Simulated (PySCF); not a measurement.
**Electronic structure of Ir (iridium, neutral) at the UHF level**

Configuration: [Xe] 4f14 5d8 6s1, 6s spin antiparallel (an excited configuration). Calculation: PySCF 2.14, in aug-cc-pVTZ-PP with one added diffuse shell each of s, p, d, f, g type with ECP60MDF (7s7p6d4f3g, 113 functions); scalar relativity through the core potential.

* Total energy: -103.588521 hartree
* One-electron energy: -181.3686 hartree
* Hartree (Coulomb) energy: 87.5690 hartree
* Exchange energy: -9.7888 hartree
* ⟨S²⟩: 1.7615
* ⟨L²⟩: 12.047
* Sum of ⟨r⟩: 26.47 bohr
* Sum of ⟨r²⟩: 53.72 bohr²

```json
{"shell": "5s α", "electrons": "1", "mean orbital energy (hartree)": "-4.16256", "spread (hartree)": "0", "rms radius, mean of both spins (bohr)": "1.07"}
{"shell": "5s β", "electrons": "1", "mean orbital energy (hartree)": "-4.06548", "spread (hartree)": "0", "rms radius, mean of both spins (bohr)": "1.07"}
{"shell": "5p α", "electrons": "3", "mean orbital energy (hartree)": "-2.44510", "spread (hartree)": "0", "rms radius, mean of both spins (bohr)": "1.23"}
{"shell": "5p β", "electrons": "3", "mean orbital energy (hartree)": "-2.30090", "spread (hartree)": "0", "rms radius, mean of both spins (bohr)": "1.23"}
{"shell": "5d α", "electrons": "5", "mean orbital energy (hartree)": "-0.40452", "spread (hartree)": "0.03752", "rms radius, mean of both spins (bohr)": "1.92"}
{"shell": "5d β", "electrons": "3", "mean orbital energy (hartree)": "-0.35311", "spread (hartree)": "0", "rms radius, mean of both spins (bohr)": "1.92"}
{"shell": "6s β", "electrons": "1", "mean orbital energy (hartree)": "-0.26046", "spread (hartree)": "0", "rms radius, mean of both spins (bohr)": "3.58"}
```

Energies and moments cover only the electrons outside the core potential. Spin-orbit coupling, absent here, splits the open shell strongly. With the s spin flipped the determinant is a mixture of two multiplicities, not a spectroscopic state.
